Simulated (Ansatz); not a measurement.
GeMeCl3 (CH3Cl3Ge). The state is a singlet with charge 0. Geometry r2SCAN-D4/def2-SVP, basis def2-TZVP, Ansatz.

```xyz
8

Ge   -0.738    0.192   -0.262
C     1.024   -0.267    0.364
H     1.767    0.066   -0.375
H     1.088   -1.357    0.491
H     1.206    0.232    1.326
Cl   -2.250   -0.474    1.114
Cl   -1.146   -0.712   -2.169
Cl   -0.952    2.319   -0.489
```

```
run  HOMO (eV)  LUMO (eV)
  A      -7.72      -2.25
  B      -9.17      -1.27
  C      -8.11      -2.01
  D     -11.43       0.79
  E     -11.97       1.03
  F     -10.44      -0.20
```

LC-ωPBE has ω = 0.4 bohr⁻¹.

**Question.** The runs used BHLYP, LC-ωPBE, PBE, PBE0, r2SCAN, ωB97M-V. Estimate which is which.

**Answer.** A PBE (0 % exact exchange); B PBE0 (25 % exact exchange); C r2SCAN (0 % exact exchange); D ωB97M-V (range-separated); E LC-ωPBE (range-separated); F BHLYP (50 % exact exchange). Exact exchange lowers occupied and raises empty levels; among semilocal functionals meta-GGAs tend to open the gap a little, and such runs are hard to tell apart. The gap grows from 5.46 eV (PBE) to 13.00 eV (LC-ωPBE).
